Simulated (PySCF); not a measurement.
# Correlation energy of Ag (silver, neutral)

[Kr] 4d9 5s1 5p1, one real determinant (an excited configuration). Calculation: PySCF 2.14, in aug-cc-pVDZ-PP with ECP28MDF; a scalar-relativistic core potential. Frozen: 4s2 4p6; 11 electrons correlated.

| level | correlation energy (mhartree) |
| --- | --- |
| CCSD | -261.70 |
| (T) | -5.57 |
| CCSD(T) | -267.27 |

Diagnostics: T1 = 0.012, D1 = 0.0463, largest double amplitude 0.030.

The real determinant used has ⟨L²⟩ near 8 against 12 for a pure F term, so it mixes terms.

Cost of the coupled-cluster step: roughly 4 core-seconds, for 11 correlated electrons.

Iterations:

```
CC2 = 0
CCSD nocc = (np.int64(7), np.int64(4)), nmo = (50, 50)
frozen orbitals [[0, 1, 2, 3], [0, 1, 2, 3]]
max_cycle = 100
direct = 0
conv_tol = 1e-08
conv_tol_normt = 1e-06
diis_space = 8
diis_start_cycle = 0
Init t2, MP2 energy = -0.268384090560896
Init E_corr(UCCSD) = -0.268384090561039
cycle = 1  E_corr(UCCSD) = -0.257318835468989  dE = 0.0110652551  norm(t1,t2) = 0.0475032
cycle = 2  E_corr(UCCSD) = -0.26060344361922  dE = -0.00328460815  norm(t1,t2) = 0.0164322
cycle = 3  E_corr(UCCSD) = -0.261167911557854  dE = -0.000564467939  norm(t1,t2) = 0.00886913
cycle = 4  E_corr(UCCSD) = -0.261536209696097  dE = -0.000368298138  norm(t1,t2) = 0.00451015
cycle = 5  E_corr(UCCSD) = -0.261574945965349  dE = -3.87362693e-05  norm(t1,t2) = 0.0034626
cycle = 6  E_corr(UCCSD) = -0.261616814035578  dE = -4.18680702e-05  norm(t1,t2) = 0.00239667
cycle = 7  E_corr(UCCSD) = -0.26171556847318  dE = -9.87544376e-05  norm(t1,t2) = 0.0015145
cycle = 8  E_corr(UCCSD) = -0.26170141940325  dE = 1.41490699e-05  norm(t1,t2) = 0.000488498
cycle = 9  E_corr(UCCSD) = -0.261697607257744  dE = 3.81214551e-06  norm(t1,t2) = 0.000190504
cycle = 10  E_corr(UCCSD) = -0.261702116091981  dE = -4.50883424e-06  norm(t1,t2) = 0.000110457
cycle = 11  E_corr(UCCSD) = -0.26170144260397  dE = 6.73488011e-07  norm(t1,t2) = 5.47072e-05
cycle = 12  E_corr(UCCSD) = -0.261700888572716  dE = 5.54031255e-07  norm(t1,t2) = 2.38345e-05
cycle = 13  E_corr(UCCSD) = -0.261701196390027  dE = -3.07817311e-07  norm(t1,t2) = 9.17626e-06
cycle = 14  E_corr(UCCSD) = -0.261701191102586  dE = 5.28744054e-09  norm(t1,t2) = 3.22903e-06
cycle = 15  E_corr(UCCSD) = -0.261701229742909  dE = -3.86403227e-08  norm(t1,t2) = 1.34871e-06
cycle = 16  E_corr(UCCSD) = -0.261701220169202  dE = 9.57370705e-09  norm(t1,t2) = 5.82917e-07
UCCSD converged
E(UCCSD) = -146.1060181627743  E_corr = -0.2617012201692019
UCCSD(T) correction = -0.00556530863004148
```

The reference is one real determinant that mixes LS terms of this configuration.
